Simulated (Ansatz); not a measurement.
**Molecular dynamics of FGeH3O**

Input file:

```yaml
crystal:
  periodic: [false, false, false]
  atoms:
    - { symbol: Ge, position_ang: [0.197249, -0.026237, -0.334541] }
    - { symbol: O, position_ang: [0.720983, 0.206437, 1.594206] }
    - { symbol: H, position_ang: [0.620773, -0.626074, 2.10611] }
    - { symbol: H, position_ang: [1.618353, 0.020368, 0.471299] }
    - { symbol: F, position_ang: [-0.763035, 1.427971, -0.618847] }
    - { symbol: H, position_ang: [-0.882422, -1.177764, -0.335029] }
basis:
  gaussian: { orbitals: def2-SVP }
hamiltonian:
  xc: pbe
  dispersion: d4
md:
  timestep: 0.5
  n_steps: 200
  ensemble: nve
  temperature: 100.0
  initial_velocities: maxwell_boltzmann
  seed: 4679
```

Run as:

```bash
$ ansatz run input.yaml --threads 1 --pin off --max-ram 2048MiB --backend cpu --events-out ev --progress --plain --runs-dir out
```

It starts at the highest image of a converged band, a first-order saddle point between two minima.

Output, in part (step lines, the closing report, with atoms numbered from 0):

```
md step     0: t =     0.00 fs  T =   100.0 K  F+E_penalty+E_count = -61305.85436312 eV  E_kin = 0.051704 eV  conserved = -61305.80265912 eV  (27 SCF iters)
md step     1: t =     0.50 fs  T =    93.2 K  F+E_penalty+E_count = -61305.85077108 eV  E_kin = 0.048178 eV  conserved = -61305.80259270 eV  (28 SCF iters)
md step     2: t =     1.00 fs  T =    75.4 K  F+E_penalty+E_count = -61305.84128728 eV  E_kin = 0.038968 eV  conserved = -61305.80231978 eV  (29 SCF iters)
md step     3: t =     1.50 fs  T =    54.7 K  F+E_penalty+E_count = -61305.83025932 eV  E_kin = 0.028295 eV  conserved = -61305.80196449 eV  (29 SCF iters)
md step     4: t =     2.00 fs  T =    41.5 K  F+E_penalty+E_count = -61305.82317812 eV  E_kin = 0.021441 eV  conserved = -61305.80173723 eV  (30 SCF iters)
md step     5: t =     2.50 fs  T =    42.0 K  F+E_penalty+E_count = -61305.82351086 eV  E_kin = 0.021724 eV  conserved = -61305.80178664 eV  (30 SCF iters)
md step     6: t =     3.00 fs  T =    55.0 K  F+E_penalty+E_count = -61305.83051490 eV  E_kin = 0.028442 eV  conserved = -61305.80207267 eV  (30 SCF iters)
md step     7: t =     3.50 fs  T =    72.4 K  F+E_penalty+E_count = -61305.83982132 eV  E_kin = 0.037418 eV  conserved = -61305.80240366 eV  (30 SCF iters)
[... lines left out ...]
Total energy: -61306.48613920 eV, -2252.9718105868 hartree
Atom 0 at     0.124249    -0.088391    -0.652451 Å, force    -0.116052     0.528051     0.102598 eV/Å
Atom 1 at     1.121637     0.328433     2.645115 Å, force     2.505204    -0.070038     0.147025 eV/Å
Atom 2 at     0.306488    -0.041554     2.895292 Å, force    -2.297653    -1.077532     0.834480 eV/Å
Atom 3 at     0.892406     0.823893     1.874492 Å, force    -0.337592     1.281535    -1.210536 eV/Å
Atom 4 at    -0.762554     1.480643    -0.430034 Å, force     0.360837    -0.683226     0.068394 eV/Å
Atom 5 at    -0.950566    -1.016459     0.140414 Å, force    -0.114744     0.021210     0.058040 eV/Å
Dipole moment:    -0.128878    -0.265951    -0.145867 e Å
```

The steps, from the saved trajectory:

```
time (fs)  T (K)  potential energy less start (eV)  conserved less start (meV/atom)
        0    100                             0.000                             0.00
        3     55                             0.024                             0.10
        6     44                             0.029                             0.12
        9     97                             0.002                             0.01
       12     60                             0.021                             0.13
       15    141                            -0.021                             0.14
       18    504                            -0.208                             0.11
       21   1150                            -0.546                            -0.53
       24   1631                            -0.796                            -0.72
       27   1413                            -0.678                             0.17
       30   2067                            -1.019                            -0.31
       33   1927                            -0.939                             0.98
       36   1968                            -0.966                            -0.01
       39   1919                            -0.941                             0.00
       42   1580                            -0.758                             1.17
       45   1793                            -0.877                            -0.29
       48   1382                            -0.661                             0.21
       51   1485                            -0.714                             0.31
       54   2041                            -1.008                            -0.70
       57   1500                            -0.722                             0.28
       60   1946                            -0.960                            -0.85
       63   2058                            -1.019                            -1.15
       66   1058                            -0.493                             0.39
       69   1690                            -0.830                            -1.29
       72   1582                            -0.775                            -1.37
       75    787                            -0.353                             0.39
       78   1447                            -0.703                            -1.09
       81   1282                            -0.618                            -1.08
       84    766                            -0.343                             0.25
       87   1251                            -0.599                            -0.72
       90   1015                            -0.476                            -0.40
       93    877                            -0.401                             0.10
       96   1128                            -0.534                            -0.38
       99    980                            -0.454                             0.07
```

All steps were run. The conserved energy stayed within 1.5 meV per atom of its start (net change -1.1 meV per atom), so the integration is sound. The kinetic energy rose, since the run started high on the potential surface and went downhill. It ends in pieces (FGeH + H2O), so much of that is their flight and rotation, not heat. A run of 0.1 ps of so small a system gives no equilibrium averages. The orbitals stay closed-shell, which can raise the energy where a bond breaks towards radicals; this wasn't checked here.

Between its relaxed ends the band would form O2–H4 and break Ge1–H4. These pairs go: O2–H4 1.45 → 0.94 Å, Ge1–H4 1.63 → 2.79 Å. In the last frame they stand as after the step (other bonds may differ from the relaxed reactants and products). Also parted: Ge1–O2 2.01 → 3.47 Å. It ends as FGeH + H2O. Pairs count as bonded within 1.25 times the sum of covalent radii (0.12 Å more for H–H).

Last frame:

```xyz
6
Properties=species:S:1:pos:R:3
Ge 0.124 -0.088 -0.652
O 1.122 0.328 2.645
H 0.306 -0.042 2.895
H 0.892 0.824 1.875
F -0.763 1.481 -0.430
H -0.951 -1.016 0.140
```

The run took 5 min on 1 thread of Arm Neoverse V1 (shared host), peak memory 0.15 GiB.
